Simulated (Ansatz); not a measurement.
Input for Ansatz (a first-principles code): R-wB97M-V/def2-TZVPP on H4PbSSi (SMILES [SiH3][Pb][SH]), a point of a torsion scan. Elements past Kr take the def2 small-core potentials; no spin–orbit coupling.

Ansatz 0.2 input:
```yaml
crystal:
  periodic: [false, false, false]
  atoms:
    - {symbol: Si, position_ang: [-1.33487278, -0.16739665, -0.05518422]}
    - {symbol: Pb, position_ang: [0.93102267, 1.25651877, 0.10529203]}
    - {symbol: S, position_ang: [2.04960049, -0.02966361, -1.75023331]}
    - {symbol: H, position_ang: [-1.37512660, -1.22279644, -1.05988780]}
    - {symbol: H, position_ang: [-2.51816130, 0.65467733, -0.33747608]}
    - {symbol: H, position_ang: [-1.68722112, -0.84126867, 1.20075600]}
    - {symbol: H, position_ang: [3.22084055, 0.59056474, -1.77975250]}
basis:
  gaussian:
    orbitals: def2-TZVPP
hamiltonian:
  xc: {name: wB97M-V}
scf: {lower_state_search: off}
```

Output:

```
WARN ansatz: RAYON_NUM_THREADS=1 ignored (pool sized by the plan → 1); use --threads N
Functional definition: wB97M-V
these checks for a lower state are left out or cut short: stability, starts, cluster_reference, orbital_swaps, neighbouring_geometries, increment
integrals: 0.16 GiB planned
1235 factors; their error is unknown
integrals: 0.19 GiB planned
313 factors; integrals over basis functions are off by at most 1.2e-5 eV
mean field: 1.23 GiB planned
mean field evaluation 1: about -24022.7206 eV, gradient 2.0e1 eV
mean field evaluation 2: about -24023.4289 eV, gradient 1.9e1 eV
mean field evaluation 4: about -24024.3084 eV, gradient 1.0e0 eV
mean field evaluation 8: about -24024.3168 eV, gradient 3.3e-2 eV
mean field evaluation 16: about -24024.3472 eV, gradient 1.5e-4 eV
mean field -24024.34715751 eV, -882.8784737510 hartree, gradient 4.4e-6 eV, S^2 0.000000; 0 other end points of the search recorded, 0 dependent functions left out
reference -24024.34721297 eV, -882.8784757891 hartree; 28, 28 occupied and 162, 162 virtual orbitals, 1235 factors
Total energy: -24024.34721297 eV, -882.8784757891 hartree
Checks for a lower state left out: stability, starts, cluster_reference, orbital_swaps, neighbouring_geometries, increment
```

The calculation finished and met its thresholds.

Cost: about 9 core-seconds (a rough figure).
